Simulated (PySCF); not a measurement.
C₄H₇NO₂Si, SMILES COC(=O)[SiH2]CC#N (GFN2-xTB optimised geometry):

```
15

C      2.274    -2.343     0.004
O      1.623    -1.074     0.000
C      0.289    -1.074     0.000
O     -0.379    -2.079     0.002
Si    -0.351     0.737     0.000
C     -2.259     0.597    -0.076
C     -2.872     1.888    -0.069
N     -3.340     2.931    -0.063
H      3.340    -2.141    -0.043
H      1.953    -2.931    -0.857
H      2.024    -2.889     0.916
H      0.185     1.417    -1.179
H      0.087     1.381     1.239
H     -2.632     0.027     0.778
H     -2.566     0.069    -0.982
```

Computed with CAM-B3LYP/def2-TZVP run with PySCF.

Task: What are the frontier orbital energies and the dipole moment?

Result: HOMO-2 -10.72 eV, HOMO-1 -10.41 eV, HOMO -9.58 eV, LUMO 0.21 eV, LUMO+1 1.02 eV; dipole moment 4.68 D.

On the same geometry PBE/def2-TZVP run with PySCF gives HOMO-2 -7.82 eV, HOMO-1 -7.67 eV, HOMO -6.63 eV, LUMO -2.03 eV, LUMO+1 -0.71 eV; dipole moment 4.76 D.

Meta-Löwdin charges at CAM-B3LYP/def2-TZVP: C1 -0.13, O2 -0.34, C3 0.31, O4 -0.46, Si5 0.66, C6 -0.47, C7 0.11, N8 -0.25, H9 0.13, H10 0.13, H11 0.13, H12 -0.08, H13 -0.08, H14 0.17, H15 0.17.
